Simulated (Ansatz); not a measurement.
Input file for Ansatz (a quantum-chemistry and plane-wave program): R-CCSD(T)/cc-pVDZ on C5H8 (SMILES C=CC(=C)C), a point of a torsion scan.

Ansatz 0.2 input:
```yaml
crystal:
  periodic: [false, false, false]
  atoms:
    - {symbol: C, position_ang: [1.09873974, 1.53817402, -0.63774967]}
    - {symbol: C, position_ang: [0.29913986, 1.05697432, 0.29924082]}
    - {symbol: C, position_ang: [-0.28434460, -0.29279885, 0.27306557]}
    - {symbol: C, position_ang: [0.47061061, -1.38229743, 0.24916215]}
    - {symbol: C, position_ang: [-1.78106604, -0.33973343, 0.36380728]}
    - {symbol: H, position_ang: [1.41155785, 0.93260050, -1.47239793]}
    - {symbol: H, position_ang: [1.48693582, 2.54214501, -0.60008403]}
    - {symbol: H, position_ang: [-0.03642508, 1.69210326, 1.11081771]}
    - {symbol: H, position_ang: [1.54495975, -1.32150353, 0.21285915]}
    - {symbol: H, position_ang: [0.04380888, -2.37135883, 0.25203484]}
    - {symbol: H, position_ang: [-2.13948994, -1.36558336, 0.34933754]}
    - {symbol: H, position_ang: [-2.22342027, 0.20137515, -0.47225035]}
    - {symbol: H, position_ang: [-2.11788904, 0.13840784, 1.28332755]}
basis:
  gaussian:
    orbitals: cc-pVDZ
magnetization: {spin_polarized: false}
correlation: {method: ccsd_t, electrons: outside_noble_gas}
scf: {lower_state_search: off}
```

The head of its log:

```
WARN ansatz: RAYON_NUM_THREADS=1 ignored (pool sized by the plan → 1); use --threads N
Functional definition: HF
these checks for a lower state are left out or cut short: stability, starts, cluster_reference, orbital_swaps, neighbouring_geometries, increment
integrals: 0.16 GiB planned
1001 factors; integrals over basis functions are off by at most 1.1e-3 eV
mean field: 0.28 GiB planned
mean field evaluation 1: about -5274.9919 eV, gradient 3.1e1 eV
mean field evaluation 2: about -5275.2266 eV, gradient 3.1e1 eV
mean field evaluation 4: about -5278.1524 eV, gradient 2.8e0 eV
mean field evaluation 8: about -5278.1823 eV, gradient 1.7e-1 eV
mean field -5278.18235878 eV, -193.9696240046 hartree, gradient 6.8e-6 eV, S^2 0.000000; 0 other end points of the search recorded, 0 dependent functions left out
5 core orbitals not correlated
reference -5278.18235878 eV, -193.9696240046 hartree; 14, 14 occupied and 91, 91 virtual orbitals, 1001 factors
```

Question: What total energy does the run end on?

Answer: -194.7309 hartree (reference determinant -193.9696, T1 diagnostic 0.010).
